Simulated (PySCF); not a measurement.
**TiF3, doublet: computed properties**

All numbers come from UPBE0/[Ti def2-TZVP, F def2-TZVP], no relativity, density fitting, PySCF.

The structure is a minimum.

```json
{"Point group": "D3h", "Bond lengths": "Ti–F 1.769 Å (×3)", "Bond angles": "F–Ti–F 120.0° (×3)", "Dipole moment": "0.00 D", "Rotational constants": "0.1889, 0.1889, 0.09447 cm⁻¹", "Atomisation energy without zero-point energy": "1789 kJ/mol", "Rotational symmetry number": "6", "Lowest empty level (α)": "-2.57 eV", "Spin squared ⟨S²⟩": "0.752", "Zero-point energy": "15.9 kJ/mol", "Heat capacity Cp at 298.15 K": "66.7 J/(mol K)", "Entropy at 298.15 K and 1 bar (electronic part: spin only)": "302.7 J/(mol K)", "Principal polarisabilities": "25.6, 29.1, 29.1 bohr³", "Enthalpy at 298.15 K above 0 K": "15.77 kJ/mol", "Principal quadrupole moments (Buckingham, traceless) about the centre of mass": "-4.31, -4.31, 8.63 D Å", "Highest occupied level (α)": "-7.29 eV"}
```

Harmonic modes (masses in u: Ti 47.948, F 18.998):
```tsv
symmetry	ω (cm⁻¹)	IR (km/mol, summed over degenerate members)
a2''	101	49.2
e'	177	27.7
a1'	662	0.0
e'	773	564
```

In D3h the vibrations span a2'' + 2e' + a1'. The a1' mode carries no infrared intensity, as symmetry demands.

Charges (e):
```csv
atom,Mulliken,Löwdin,polar tensor,spin (Mulliken),Mayer order to Ti1
Ti1,1.45,0.67,2.16,1.04,–
"F2,3,4",-0.48,-0.22,-0.72,-0.01,0.91
```

Mulliken populations on Ti1: s 6.22, p 12.21, d 2.06, f 0.06.

Outer orbital energies (eV). α occupied: -13.30, -12.49, -12.49, -12.15, -12.11, -12.11, -11.89, -7.29; empty: -2.57, -2.57, -1.18, -1.18. β occupied: -13.26, -13.14, -12.51, -12.51, -12.18, -12.14, -12.14, -11.93; empty: -2.49, -2.17, -2.17, -0.71.

Formally Ti is in oxidation state +3, d1, with 1 unpaired electron. The Mulliken spin on Ti is 1.04. The polar-tensor charge on Ti, 2.16, is below the formal one.

This need not be the most stable arrangement of these atoms. Other spin states or occupations of the open shell can lie lower.

The final relaxation and frequency run took of the order of 5 core-minutes on a shared host.
